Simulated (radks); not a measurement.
Task: C, 6 electrons, occupied as [He] 2s2 2p2 (the NIST ground configuration). Calculated with a radial shooting solver on a logarithmic mesh with Libxc functionals: non-relativistic Kohn-Sham, SCAN, spin-unpolarised, spherical densities, point nucleus; meta-GGA in the generalised Kohn-Sham scheme. Some entries of the table are withheld. Estimate them.

orbital,occ.,eigenvalue (hartree),r(max) (bohr),<r^2> (bohr^2)
1s,2,-10.19249,(1),0.09867
2s,2,-0.53349,(2),(3)
2p,2,(4),1.220,4.210

Result: 
(1) 1s r(max) (bohr): 0.1741
(2) 2s r(max) (bohr): 1.214
(3) 2s <r^2> (bohr^2): 2.993
(4) 2p eigenvalue (hartree): -0.19298
